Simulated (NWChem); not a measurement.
C2H3Br; SMILES C=CBr

Results from NWChem. Pople sets run with spherical d functions. All runs use the structure optimised with B3LYP/6-31G* (spherical d). Computed dipoles belong to the equilibrium geometry; the measured one is vibrationally averaged.

Measured dipole moment: 1.42 D (NIST CCCBDB, as tabulated in the package chemicals).

Problem. Which of these levels lies farthest from the measured value, and how do the others fare: TPSS/3-21G; TPSS/6-311G**; TPSS/STO-3G; TPSS/6-31G*?

Solution. TPSS/STO-3G.
| level | dipole moment (D) | computed − measured |
|---|---|---|
| TPSS/STO-3G | 0.95 | -0.47 |
| TPSS/3-21G | 1.34 | -0.08 |
| TPSS/6-31G* | 1.63 | +0.21 |
| TPSS/6-311G** | 1.51 | +0.09 |
